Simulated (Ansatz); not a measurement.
System: GeI$_{2}$, charge 0, multiplicity 1. 
Structure (B3LYP-D3(BJ)/def2-TZVP (Ansatz, an electronic-structure program) minimum search):
```xyz
3

Ge     0.0170     0.0000     1.2404
I      1.0196    -1.7356    -0.3885
I     -1.0299     1.7355    -0.3605
```
Charge 0, spin multiplicity 1.

Basis-set convergence of Hartree-Fock and CCSD(T) correlation energies (hartree) with Ansatz. Correlated levels leave the core frozen unless marked. No spin-orbit coupling. Frozen are the shells of the preceding noble gas and the d and f shells that filled before the atom's block. Past Kr the def2 sets carry scalar-relativistic core potentials.

| basis | functions | E(HF) | E(corr, CCSD(T)) | rough core time |
|---|---|---|---|---|
| def2-SVPD | 108 | -2668.49206 | -0.31990 | under 20 s |
| def2-TZVPPD | 172 | ___ | ___ | 30 s |

Task: Complete the blanks.

Result: 
- def2-TZVPPD, E(HF): -2668.77418
- def2-TZVPPD, E(corr, CCSD(T)): -0.41710
